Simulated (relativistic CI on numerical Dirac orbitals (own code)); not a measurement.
## Hyperfine structure of Tb10+, mass number 157

Computed by Dirac-Coulomb-Breit CI, separate exchange-only KLI orbitals for each configuration, model QED (radiative potential, 1s self-energy scaled to tabulated hydrogen-like ionisation energies), unscaled Slater integrals (own radial code, finite nucleus).

CI space (outside the closed core [Kr] 4d10): 4f⁶5s²5p, 4f⁸5s, 4f⁶5s²6s. The list is cut by size and lacks configurations that can hold low levels.

Nuclear spin I = 3/2, μ = 2.03 μN, Q = 1.4 b (tables of Stone and Pyykkö). The electronic factors are computed for point nuclear moments, without core polarisation or the Bohr-Weisskopf and QED corrections.

| Level | E (eV) | A (MHz) | B (MHz) |
| --- | --- | --- | --- |
| 4f⁶5s²5p ⁸G°1/2 | 0.0000 | 19780 |  |
| 4f⁶5s²5p ⁸G°3/2 | 0.1180 | 3728 | -1480 |
| 4f⁶5s²5p ⁸G°5/2 | 0.3047 | 1579 | -1920 |
| 4f⁶5s²5p ⁸G°7/2 | 0.5524 | 814.6 | -1850 |
| 4f⁶5s²5p ⁶D°1/2 | 1.0312 | 15360 |  |
| 4f⁶5s²5p ⁶F°1/2 | 3.5183 | 30880 |  |

Levels with J = 0, under 50 % of one LS term, or S terms without an open s electron are left out. Small factors come from cancelling terms and can be off by tens of per cent or more.

At this charge energies of transitions that change n are usually good to better than 1 %, and those within a shell (Δn = 0) to a few per cent. Terms inside the open d or f shell come out 10 to 20 % too wide with unscaled integrals. Levels and lines within the n = 5 or 6 shells can be off by up to 10 % or somewhat more, and those that change n by about 2 %, since core polarisation is missing.

Task: Give the hyperfine levels of 4f⁶5s²5p ⁸G°1/2 relative to its centre of gravity.

Result: With K = F(F + 1) − I(I + 1) − J(J + 1), E = AK/2: F = 1: -24730, F = 2: 14840 MHz.

LS names give the leading component of a level, which can be under half, so a name can repeat, a term be missing and a line seem to break the LS rules.
